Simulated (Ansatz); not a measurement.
Reaction (redistribution): `C[CH2][Ge][NH2]` + `C[CH2][AlH][AlH2]` → `C[CH2][Ge][CH2]C` + `[NH2][AlH][AlH2]`

Isolated molecules relaxed with PBE0-D4/def2-TZVP in Ansatz; ΔE leaves out vibrations. CBS: MP2 limit from def2 TZ/QZ plus the TZ coupled-cluster correction, frozen cores. DFT in def2-TZVPP. For Ge outer-core shells are correlated without core-valence functions, which leaves a few kJ/mol of doubt a bond. Scalar relativity is left out up to krypton. Each species was taken in one conformer, which may not be the lowest.

```
          level  ΔE (kJ/mol)  difference from CCSD(T)/CBS
         B97M-V         -9.3                          6.7
       BHLYP-D4        -13.9                          2.1
        ωB97M-V        -11.1                          4.9
       PBE-QIDH        -11.1                          4.9
        r2SCANh         -7.9                          8.1
 MP2/def2-TZVPP        -16.5                         -0.5
CCSD/def2-TZVPP        -16.7                         -0.7
  HF/def2-QZVPP        -12.9                          3.1
   HF/CBS(def2)        -13.0                          3.0
  MP2/CBS(def2)        -16.6                         -0.6
    CCSD(T)/CBS        -16.0                            0
```

Largest T1 diagnostic among the species: 0.013.

Leaving LDA and LC-ωPBE aside and taking each functional with its dispersion term where it has one, the values, not all of them listed here, spread over 8.7 kJ/mol, from BHLYP-D4 to PBE-D4. LDA lies −3.1 kJ/mol from PBE without D4. In def2-TZVPP, CCSD(T) changes the Hartree–Fock value by −3.3 kJ/mol (the triples alone add +0.8 kJ/mol) and MP2 by −4.0 kJ/mol.
